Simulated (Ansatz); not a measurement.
The same path of Cl2H4Si2Te (9 atoms, charge 0, multiplicity 1) was run twice with different band settings. The coordinate that changes most is the dihedral H7–Si2–Si3–Cl4.

Computed with RKS BLYP-D4/def2-SVP in Ansatz 0.2.0.

Relaxed end points:

```xyz
9
Properties=species:S:1:pos:R:3
Cl -0.940 1.239 -2.218
Si 0.827 0.613 -1.250
Si 0.076 -0.652 0.594
Cl -0.236 -2.628 -0.071
Te -2.038 0.545 1.333
H 1.590 1.830 -0.816
H 1.646 -0.184 -2.218
H 1.042 -0.713 1.738
H -1.877 -0.095 2.890
```

```xyz
9
Properties=species:S:1:pos:R:3
Cl 1.909 -0.415 -2.437
Si 0.770 0.661 -1.035
Si -0.447 -0.833 0.314
Cl -1.821 -1.826 -0.927
Te -1.803 0.511 2.017
H -0.192 1.554 -1.757
H 1.692 1.488 -0.190
H 0.409 -1.847 1.012
H -0.427 0.660 2.986
```

Common settings: movable images 7; climbing image yes; spring 5.0 eV/Å²; optimiser quadratic models (default); start path IDPP; force threshold 0.05 eV/Å; end points relaxed.

| run | iteration limit |
| --- | --- |
| 1 | 60 |
| 2 | 10 |

(1) What does each run give, and how far can it be trusted?

Results:

(1) Run 1: converged after 19 iterations, highest image 0.107 eV above the first end. A structure lower than the last end lies on the path between it and the top, so the climb from that side starts below the end, which may itself be a saddle point or a shallow side well. A vibrational analysis at the climbing image gives no mode beyond 40i cm⁻¹: the surface is too flat there to confirm a saddle point.
Run 2: converged after 7 iterations, highest image 0.137 eV above the first end. The order of the stationary point at the top wasn't checked.
